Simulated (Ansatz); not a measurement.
Consider the isomerisation: `C[CH2][SbH][SiH3]` → `[CH3][Sb]([CH3])[SiH3]`.

Program: Ansatz. Geometries: PBE0-D4/def2-TZVP. ΔE: electronic, gas phase. CBS: MP2 limit from def2 TZ/QZ plus the TZ coupled-cluster correction, frozen cores. DFT in def2-TZVPP. HSE06 is defined as in plane-wave codes. Elements past krypton have def2 core potentials. For Sb outer-core shells are correlated without core-valence functions, which leaves a few kJ/mol of doubt a bond. One conformer a species, not always the lowest.

```tsv
level	ΔE (kJ/mol)	difference from CCSD(T)/CBS
BLYP-D4	-27.6	1.5
BHLYP-D4	-24.3	4.8
PBE	-24.0	5.1
PBE0	-22.5	6.6
r2SCANh	-25.1	4.0
HSE06	-22.6	6.5
LC-ωPBE	-22.6	6.5
HF/def2-SVP	-9.3	19.8
CCSD(T)/def2-SVP	-7.5	21.6
HF/CBS(def2)	-19.8	9.3
CCSD(T)/CBS	-29.1	0
```

(1) What do rigid-rotor, harmonic-oscillator terms from PBE0-D4/def2-TZVP frequencies (298.15 K, 1 bar) make of the CCSD(T)/CBS value? (An estimate is asked.)

Largest T1 diagnostic among the species: 0.012.

Results:

(1) The calculation gave: ΔZPE = +1.2 kJ/mol, ΔH = -26.1 kJ/mol, ΔS = 8 J/(mol·K), ΔG = -28.4 kJ/mol. Modes under 50 cm⁻¹ make the entropy rough.

At CCSD(T), def2-SVP lies +21.6 kJ/mol from the extrapolated value and def2-TZVPP +3.8 kJ/mol. Leaving LDA and LC-ωPBE aside and taking each functional with its dispersion term where it has one, the values, not all of them listed here, spread over 5.6 kJ/mol, from BLYP-D4 to B97M-V. LDA lies +6.9 kJ/mol from PBE without D4. In def2-TZVPP, CCSD(T) changes the Hartree–Fock value by −6.1 kJ/mol (the triples alone add −1.4 kJ/mol) and MP2 by −10.1 kJ/mol.
